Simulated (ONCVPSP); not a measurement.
Before and after: ONCV potential for Ge (Z = 32)

Ge, optimised norm-conserving Vanderbilt (ONCV), made with ONCVPSP 4.0.1 (PBE, scalar-relativistic). Core [Ar] 3d10, reference 4s1 4p3. Waves: 4s: rc 1.80 bohr, ncon 3, nbas 8, qcut 3.1 1/bohr, 2 projectors, debl 0.9 Ha; 4p: rc 1.75 bohr, ncon 5, nbas 9, qcut 5.3 1/bohr, local; d scattering state at 0.23 Ha: rc 1.75 bohr, ncon 4, nbas 8, qcut 5.3 1/bohr, 3 projectors, debl 1.1 Ha. Local part: the p channel. Core correction: Teter function, fcfact 4, rcfact 1.75.

All-electron outer shells of the reference configuration (PBE, scalar-relativistic, ld1.x):

```
shell  level (eV)  outermost node (bohr)  outermost maximum (bohr)
   3p     -117.41                   0.23                      0.54
   3d      -31.05                      –                      0.50
   4s      -12.69                   0.77                      1.73
   4p       -4.58                   0.82                      2.16
```

Change: s: qcut 3.7; p: qcut 6.3; d: qcut 6.3.

Cutoffs: the cutoffs (Ha) at which the residual kinetic energy of the hardest occupied pseudo-wave falls to 1 and 0.1 mHa per electron; they do not see the model core or the augmentation charge, which bear on the density cutoff. Errors are all-electron minus pseudo energies relative to the spin-unpolarised reference configuration.

How do hardness, ghosts and transferability respond?

The potential gets softer (28 Ha and 66 Ha → 7.6 Ha and 54 Ha); both files keep a bound ghost (d); of the 4 tests that both files solve, the error grows in 0 and shrinks in 2 by more than 15 % and 0.3 meV (median size 65.2 → 58.0 meV).

```csv
quantity,base,changed
"cutoff, loose",28 Ha,7.6 Ha
"cutoff, tight",66 Ha,54 Ha
loose cutoff by channel,"s 28 Ha, p 7.0 Ha","s 7.6 Ha, p 6.7 Ha"
bound ghosts,d,d
GHOST(+) flags under 300 eV,s at 104.9 eV,none
"error for 4s2 4p2, meV [ΔE -7.97 eV]",-29,-22
"error for 4s2 4p1, meV [ΔE -0.53 eV]",-88,-80
"error for 4s2 4p0, meV [ΔE 14.91 eV]",-346,-340
"error for 4s2 4p1.5, meV [ΔE -5.17 eV]",-43,-36
s: phases at 1.83 bohr within 0.05 rad from the reference energy up to (Ha; the scan ends near 5),2.8,3.6
p: phases at 1.78 bohr within 0.05 rad from the reference energy up to (Ha; the scan ends near 5),2.9,2.7
d: phases at 1.78 bohr within 0.05 rad from the reference energy up to (Ha; the scan ends near 5),to the end of the scan,to the end of the scan
"rms error of d²Exc/dni dnj with the model core, mHa",5.68,5.56
```

Base: The cutoffs count occupied waves only; projector 3 of the d channel, the hardest unoccupied one, needs 124 Ha at the loose tolerance. Changed file: The cutoffs count occupied waves only; projector 3 of the d channel, the hardest unoccupied one, needs 115 Ha at the loose tolerance. A true bound ghost makes a file unfit for plane-wave use even where its test errors are small: the radial tests pick states by their node count and pass the ghost by.
